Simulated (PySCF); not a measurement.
PySCF input:

```python
from pyscf import gto, scf, dft

mol = gto.M(
    atom='''
    Sn    0.00062971    0.00084951    0.36831415
    F     1.47719731   -0.88396890   -0.68255558
    F     0.02382513    1.71992043   -0.68607658
    F    -1.50452083   -0.84067105   -0.67755757
    ''',
    basis='def2-tzvpd',
    ecp='def2-tzvp',
    charge=-1,
    spin=0,
    verbose=4,
)

mf = dft.RKS(mol, xc='m062x').density_fit(auxbasis='def2-universal-jkfit')
mf.grids.level = 4
mf.conv_tol = 1e-9
mf.max_cycle = 100
mf.max_memory = 1500
mf.kernel()
if not mf.converged:
    mf = mf.newton()
    mf.kernel(mf.make_rdm1())
mf.analyze()
```

Problem. What final total energy does it print?

Solution. -514.02357 Eh (M06-2X/def2-TZVPD).
